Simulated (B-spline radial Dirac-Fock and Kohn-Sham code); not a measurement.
# Dipole and non-dipole photoemission parameters of Nb 2p1/2

System: the free niobium atom, [Kr] 4d4 5s1; threshold 2465.0 eV (tabulated edge). Method: Dirac-Hartree-Slater photoionisation with a Latter tail; cross sections with all multipoles, angular parameters from the dipole term and its interference with E2. Computed with a radial atomic solver.

For linearly polarised light dσ/dΩ = σ/(4π) [1 + β P₂(cos θ) + (δ + γ cos²θ) sin θ cos φ], with θ from the polarisation vector and φ the angle between the beam and the projection of the electron momentum on the plane normal to the polarisation.

```
hν (eV)  σ (kb)      β       γ      δ
   3090    64.9  1.364  -0.064  0.017
   4210    28.2  1.440   0.397  0.037
   5260    15.0  1.413   0.701  0.051
   7130    6.14  1.331   1.084  0.076
   8520    3.59  1.269   1.289  0.095
  12000       ?      ?       ?      ?
  12300    1.14  1.118   1.680  0.149
```

Q: Give the values at 12000 eV.

A: σ = 1.23 kb, β = 1.129, γ = 1.656, δ = 0.144.
